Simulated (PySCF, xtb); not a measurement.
H2STe, SMILES [TeH]S.

GFN2-xTB (xtb) at its own geometry gives an orbital gap of 3.62 eV and a dipole moment of 2.12 D.

Coordinates come from a PBE-D3(BJ)/def2-TZVP optimisation. The def2 effective core potentials stand for the cores of Te; spin–orbit coupling is left out.

Task: What does PBE/def2-TZVPD run with PySCF give? (The exact figures need the calculation; the answer reports its results.)

Result: gap 2.88 eV (levels -5.65 and -2.78 eV), dipole 0.98 D.
